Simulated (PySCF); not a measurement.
# State search for BeF

Unrestricted PBE0; PySCF, no relativity, basis sets Be def2-TZVP, F def2-TZVP. Outer shells of the fragments: Be 2s2; F 2s2 2p5.

Followed along the bond (rough minima from three points):

```tsv
2Ms+1	unpaired	⟨S²⟩ at the start	R at minimum (Å)	Te (eV)
2	σ ↑	0.75	1.37	0.00
```

Solutions found at the starting distance of 1.575 Å, counted from the lowest of them; the search is not exhaustive and high or unbound solutions are not listed, so other states can lie among these:

```tsv
2Ms+1	unpaired	term	E (eV)	⟨S²⟩	⟨Lz²⟩	μ (D)
2	σ ↑	²Σ⁺	0.00	0.75	0.00	-2.08
2	π ↑	²Π	3.69	0.75	1.00	-4.03
4	σ ↑, π ↑↑	mixed	8.17	3.75	2.01	2.69
4	σ ↑, π ↑↑	mixed	8.35	3.75	2.00	2.76
4	σ ↑↑, π ↑	⁴Π	9.48	3.75	1.00	2.74
```

A term symbol is given only where ⟨S²⟩ and ⟨Lz²⟩ are close to those of a pure state; real π, δ and φ orbitals otherwise mix terms. A positive dipole means Be(−)F(+).

Counting both spins, an empty level lies below a filled one in some of these solutions, because spin and occupation are held.
